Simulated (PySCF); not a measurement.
Gas-phase reaction: 3 InCl2 + CCl → 3 InCl + CCl4. Level: PBE0/def2-QZVP†; standard pressure 1 bar.

Energies from PySCF, thermal terms from the rigid-rotor harmonic-oscillator model, ideal gas at 1 bar. † marks an energy on the PBE0/def2-TZVP geometry and frequencies. Open shells (unrestricted): InCl2 (multiplicity 2), CCl (multiplicity 2, electronic degeneracy 4); the rest are closed-shell singlets. Spin-orbit splitting is ignored; it lowers the true energy and changes the entropy of CCl. In: scalar-relativistic def2 core potential, no spin-orbit coupling. InCl2: computed as isolated molecules; such fragments, hydroxides, amides, oligomers or adducts are transient or little studied in the gas. The harmonic model lacks anharmonicity and excited electronic states, which grow with temperature; levels with a mode under 35 cm⁻¹ are left out. Soft modes under 120 cm⁻¹ make the harmonic entropy rough for InCl2.

| T (K) | 1000/T (1/K) | log10 K |
|---|---|---|
| 800 | 1.2500 | 15.97 |
| 1000 | 1.0000 | 11.62 |
| 1200 | 0.8333 | 8.73 |
| 1400 | 0.7143 | ? |
| 1600 | 0.6250 | 5.15 |
| 1800 | 0.5556 | 3.96 |

**Question.** Fit log10 K = a + b·(1000/T) to the five rows, get the mean ΔH° and ΔS°, and predict log10 K at 1400 K.

**Answer.** Means: 1000/T = 0.8528, log10 K = 9.086. Sums of products about the means: Sxy = 5.53434, Sxx = 0.320037, so b = Sxy/Sxx = 17.29 and a = 9.086 − (17.29)×0.8528 = -5.66.
ΔH° = −R ln 10 × 1000 K × b = −19.145 × (17.29) = -331 kJ; ΔS° = R ln 10 × a = -108 J/K. The run's own values go from -334 kJ and -111 J/K at 800 K to -326 kJ and -106 J/K at 1800 K.
Prediction at 1400 K: -5.66 + (17.29)×0.7143 = 6.69. The computed value is 6.68, 0.01 from the line.
For scale, ΔH°(298 K) is -335 kJ at this level, -346 kJ at ωB97M-V/def2-TZVP†, and runs from -457 to -104 kJ over the 18 levels computed.
